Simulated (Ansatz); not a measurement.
Geometry optimisation, Ansatz, RKS PBE-D4/def2-SVP.

input.yaml

```yaml
crystal:
  periodic: [false, false, false]
  atoms:
    - { symbol: "N", position_ang: [-1.8837, -0.0363, 0.0563] }
    - { symbol: C, position_ang: [-0.6523, 0.2425, -0.6123] }
    - { symbol: C, position_ang: [0.3375, -0.8561, -0.2839] }
    - { symbol: Si, position_ang: [1.727, 0.2092, 0.5454] }
    - { symbol: Se, position_ang: [0.2193, 1.8657, 0.0715] }
    - { symbol: H, position_ang: [-2.5733, 0.8077, -0.2192] }
    - { symbol: H, position_ang: [-1.7697, 0.0654, 1.0842] }
    - { symbol: H, position_ang: [-0.7488, 0.3432, -1.7183] }
    - { symbol: H, position_ang: [0.7832, -1.3155, -1.1446] }
    - { symbol: H, position_ang: [-0.0265, -1.614, 0.4612] }
    - { symbol: H, position_ang: [1.7519, -0.065, 2.0124] }
    - { symbol: H, position_ang: [2.9123, 0.2979, -0.2187] }
basis:
  gaussian: { orbitals: def2-SVP }
hamiltonian:
  xc: pbe
  dispersion: d4
relax:
  f_tol: 0.015
  max_steps: 40
```

Launched with:

```bash
$ ansatz run input.yaml --threads 2 --pin off --max-ram 3072MiB --backend cpu --events-out ev --progress --plain --runs-dir out
```

Task: Where does it end, and by what steps?

Result: It converged. The force dipped under the threshold on the way, but the program's further checks kept it going. After 16 steps the energy has fallen by 0.735 eV; H11 moved furthest, 0.73 Å.

```csv
step,energy less start (eV),largest force component (eV/Å),accepted
0,0.0000,2.668,yes
1,-0.5874,1.168,yes
2,-0.6644,0.689,yes
3,-0.6783,0.867,yes
4,-0.6975,0.110,yes
5,-0.7017,0.076,yes
6,-0.7062,0.115,yes
7,-0.7059,0.362,no
8,-0.7071,0.221,yes
9,-0.7240,0.065,yes
10,-0.7273,0.215,yes
11,-0.7321,0.120,yes
12,-0.7349,0.016,yes
13,-0.7349,0.021,no
14,-0.7351,0.008,yes
15,-0.7351,0.022,yes
16,-0.7353,0.006,yes
```

```xyz
12
Properties=species:S:1:pos:R:3
N -2.001 -0.013 -0.257
C -0.647 0.263 -0.495
C 0.330 -0.846 -0.070
Si 1.786 0.253 0.488
Se 0.244 1.932 0.569
H -2.645 0.707 -0.597
H -2.206 -0.223 0.727
H -0.499 0.575 -1.545
H 0.476 -1.618 -0.854
H -0.070 -1.358 0.831
H 2.442 -0.143 1.784
H 2.868 0.415 -0.549
```

The run took 20 s on 2 threads of AMD EPYC 9R45 96-Core Processor (Zen 5), with other jobs on the host, peak memory 0.2 GiB.
